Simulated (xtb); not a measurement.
C₄H₃S (SMILES [c]1ccsc1), doublet, geometry from GFN2-xTB; xtb 6.7.1 with GFN2-xTB.

xtb was given this input:
```
$ xtb mol.xyz --gfn 2 --uhf 1 --json

# file mol.xyz
8

S     -0.00426082     0.01335767     1.14805323
C      0.01929047     1.29020021    -0.06753540
C     -0.01728820    -1.19482996    -0.08588622
C      0.01570540     0.73094110    -1.26843948
C     -0.00465609    -0.66848623    -1.33994694
H      0.03310944     2.31060780     0.24930890
H     -0.03364272    -2.22856990     0.19962805
H     -0.00960313    -1.24271139    -2.24694036
```

### Question
What does xtb print? Leave out banner, timings and long lists.

### Answer

```
   ID    Z sym.   atoms
    1   16 S      1
    2    6 C      2-5
    3    1 H      6-8

           -------------------------------------------------
          |                Calculation Setup                |
           -------------------------------------------------

           -------------------------------------------------
          |                 G F N 2 - x T B                 |
           -------------------------------------------------

          ...................................................
          :                      SETUP                      :
          :.................................................:
          :  # basis functions                  29          :
          :  # atomic orbitals                  28          :
          :  # shells                           14          :
          :  # electrons                        25          :
          :  max. iterations                   250          :
          :  Hamiltonian                  GFN2-xTB          :
          :  restarted?                      false          :
          :  GBSA solvation                  false          :
          :  PC potential                    false          :
          :  electronic temp.          300.0000000     K    :
          :  accuracy                    1.0000000          :
          :  -> integral cutoff          0.2500000E+02      :
          :  -> integral neglect         0.1000000E-07      :
          :  -> SCF convergence          0.1000000E-05 Eh   :
          :  -> wf. convergence          0.1000000E-03 e    :
          :  Broyden damping             0.4000000          :
          :  net charge                          0          :
          :  unpaired electrons                  1          :
          ...................................................

 iter      E             dE          RMSdq      gap      omega  full diag
   1    -13.4033348 -0.134033E+02  0.517E+00    2.82       0.0  T
   2    -13.4088336 -0.549883E-02  0.295E+00    2.63       1.0  T
   3    -13.3996746  0.915905E-02  0.135E+00    3.03       1.0  T
   4    -13.4106697 -0.109951E-01  0.498E-01    2.72       1.0  T
   5    -13.4112497 -0.580012E-03  0.149E-01    2.76       1.0  T
   6    -13.4112583 -0.862256E-05  0.591E-02    2.77       1.0  T
   7    -13.4112822 -0.238903E-04  0.267E-02    2.76       1.3  T
   8    -13.4112833 -0.114426E-05  0.653E-03    2.76       5.4  T
   9    -13.4112834 -0.853827E-07  0.239E-03    2.76      14.8  T
  10    -13.4112834 -0.217334E-07  0.909E-04    2.76      38.9  T
  11    -13.4112834 -0.202587E-08  0.382E-04    2.76      92.5  T

   *** convergence criteria satisfied after 11 iterations ***

         :::::::::::::::::::::::::::::::::::::::::::::::::::::
         ::                     SUMMARY                     ::
         :::::::::::::::::::::::::::::::::::::::::::::::::::::
         :: total energy             -13.205967186314 Eh    ::
         :: gradient norm              0.000099335316 Eh/a0 ::
         :: HOMO-LUMO gap              2.758401903689 eV    ::
         ::.................................................::
         :: SCC energy               -13.411282507282 Eh    ::
         :: -> isotropic ES            0.000417177251 Eh    ::
         :: -> anisotropic ES          0.000244953831 Eh    ::
         :: -> anisotropic XC          0.008099005765 Eh    ::
         :: -> dispersion             -0.005619068279 Eh    ::
         :: repulsion energy           0.205315320968 Eh    ::
         :: add. restraining           0.000000000000 Eh    ::
         :: total charge               0.000000000001 e     ::
         :::::::::::::::::::::::::::::::::::::::::::::::::::::

           -------------------------------------------------
          |                Property Printout                |
           -------------------------------------------------

    * Orbital Energies and Occupations

         #    Occupation            Energy/Eh            Energy/eV
[...]
        11        2.0000           -0.4003951             -10.8953
        12        2.0000           -0.3985370             -10.8447
        13        1.0000           -0.3500748              -9.5260 (HOMO)
        14                         -0.2487054              -6.7676 (LUMO)
        15                         -0.1995640              -5.4304
        16                         -0.1635127              -4.4494
        17                         -0.1190538              -3.2396
        18                         -0.0004300              -0.0117
        19                          0.0223931               0.6093
        20                          0.0318685               0.8672
        21                          0.1266678               3.4468
        22                          0.1808029               4.9199
        23                          0.2014876               5.4828
        24                          0.2899383               7.8896
       ...                                ...                  ...
        28                          0.6868671              18.6906
      -------------------------------------------------------------
                  HL-Gap            0.1013694 Eh            2.7584 eV
             Fermi-level           -0.3368166 Eh           -9.1652 eV

     #   Z          covCN         q      C6AA      α(0)
     1  16 S        2.334    -0.029   142.272    20.075
     2   6 C        2.922    -0.017    28.443     8.746
     3   6 C        2.968    -0.018    28.461     8.751
     4   6 C        2.272    -0.054    31.305     9.073
     5   6 C        3.081    -0.033    28.738     8.788
     6   1 H        0.927     0.055     2.253     2.347
     7   1 H        0.926     0.049     2.330     2.387
     8   1 H        0.926     0.048     2.342     2.393

 Mol. C6AA /au·bohr⁶  :       1450.855699
 Mol. C8AA /au·bohr⁸  :      46444.828734
 Mol. α(0) /au        :         62.561351

Wiberg/Mayer (AO) data.
largest (>0.10) Wiberg bond orders for each atom

 ---------------------------------------------------------------------------
     #   Z sym  total        # sym  WBO       # sym  WBO       # sym  WBO
 ---------------------------------------------------------------------------
     1  16 S    2.610 --     3 C    1.192     2 C    1.064     4 C    0.214
                             5 C    0.106
     2   6 C    3.941 --     4 C    1.754     1 S    1.064     6 H    0.967
                             3 C    0.127
     3   6 C    3.949 --     5 C    1.613     1 S    1.192     7 H    0.966
                             2 C    0.127
     4   6 C    3.316 --     2 C    1.754     5 C    1.277     1 S    0.214
     5   6 C    3.985 --     3 C    1.613     4 C    1.277     8 H    0.962
                             1 S    0.106
     6   1 H    0.997 --     2 C    0.967
     7   1 H    0.998 --     3 C    0.966
     8   1 H    0.998 --     5 C    0.962
 ---------------------------------------------------------------------------

Topologies differ in total number of bonds
Writing topology from bond orders to xtbtopo.mol

molecular dipole:
                 x           y           z       tot (Debye)
 q only:       -0.002      -0.113      -0.004
   full:       -0.002      -0.174      -0.181       0.639
molecular quadrupole (traceless):
                xx          xy          yy          xz          yz          zz
 q only:       -1.031       0.037       1.729       0.012       0.880      -0.697
  q+dip:       -2.372       0.085       3.879       0.026       1.976      -1.507
   full:       -1.443       0.067       3.495       0.024       1.494      -2.052

           -------------------------------------------------
          | TOTAL ENERGY              -13.205967186314 Eh   |
          | GRADIENT NORM               0.000099335316 Eh/α |
          | HOMO-LUMO GAP               2.758401903689 eV   |
           -------------------------------------------------

normal termination of xtb
```
